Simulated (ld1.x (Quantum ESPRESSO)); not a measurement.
# Which change was made? (Ga, ultrasoft)

- Element: gallium (Ga)
- Generator: ld1.x (Quantum ESPRESSO) 7.5
- Type: ultrasoft
- Functional: PBE
- Relativity: scalar-relativistic
- Frozen core: [Ar] 3d10
- Valence charge: 3
- Reference configuration: 4s2 4p0.75 (charge +0.25)
- Partial waves: 4s (bound): rcut 1.50, rcutus 1.90 bohr; 4s channel at 0.6 Ry: rcut 1.50, rcutus 1.90 bohr; 4p (bound): rcut 1.65, rcutus 2.15 bohr; 4p channel at 0.7 Ry: rcut 1.65, rcutus 2.15 bohr; 4d channel at 0.2 Ry: rcut 1.80, rcutus 2.05 bohr
- Local potential: all-electron potential smoothed inside 1.90 bohr (lloc = -2)
- Core correction: Bessel-smoothed model core, default radius (core density twice the valence density)
- Augmentation charge: built from norm-conserving waves at rcut, not smoothed further

Cutoffs, loose and tight: the cutoffs (Ry, on a coarse ladder) from which the occupation-weighted sum of valence levels, in a spherical-Bessel basis at the reference potential, stays within 10 and 1 mRy of its value at 400 Ry. They do not see the model core or the augmentation charge, which bear on the density cutoff. Test errors are all-electron minus pseudo excitation energies from the reference, over the configurations 4s2 4p1; 4s2 4p0; 4s1 4p0; 4s0 4p3; 4s2 4p1.3; 4s1 4p1; 4s1 4p2; variants that change the core or the reference have their own tests. The largest error is taken over the tests solved by every variant that gives reliable tests at all, those not shown here included: 4s0 4p3; 4s1 4p1; 4s1 4p2; 4s2 4p0; 4s2 4p1; 4s2 4p1.3.

The base gives: outcome: generated; cutoff, loose: 8 Ry; cutoff, tight: 10 Ry; bound ghosts: none; largest test error (meV): -63.

(1) After one change the result is: outcome: generated; cutoff, loose: 6 Ry; cutoff, tight: 8 Ry; bound ghosts: none; largest test error (meV): -72. Which change was it?
A. type TM; waves now 4s (bound): rc 1.90 bohr; 4p (bound): rc 2.15 bohr; 4d channel at 0.2 Ry: rc 2.05 bohr; local potential the d channel
B. all radii but the core radius scaled by about 1.34 (s 2.54, p 2.88, d 2.74 bohr, rcut 2.00/2.22/2.42); local potential all-electron potential smoothed inside 2.54 bohr (lloc = -2)
C. reference 4s1 4p2
D. core correction none
E. functional LDA (PZ); added wave 4d channel at 2.1 Ry: rcut 1.80, rcutus 2.05 bohr

Answers

(1) B. The others give: functional LDA (PZ); added wave 4d channel at 2.1 Ry: rcut 1.80, rcutus 2.05 bohr → outcome: generated; cutoff, loose: 8 Ry; cutoff, tight: 12 Ry; bound ghosts: d; largest test error (meV): -56 | core correction none → outcome: generated; cutoff, loose: 8 Ry; cutoff, tight: 10 Ry; bound ghosts: none; largest test error (meV): +107 | type TM; waves now 4s (bound): rc 1.90 bohr; 4p (bound): rc 2.15 bohr; 4d channel at 0.2 Ry: rc 2.05 bohr; local potential the d channel → outcome: generated; cutoff, loose: 15 Ry; cutoff, tight: 35 Ry; bound ghosts: s, p; largest test error (meV): -75 | reference 4s1 4p2 → outcome: generated; cutoff, loose: 6 Ry; cutoff, tight: 10 Ry; bound ghosts: none; largest test error (meV): -90.
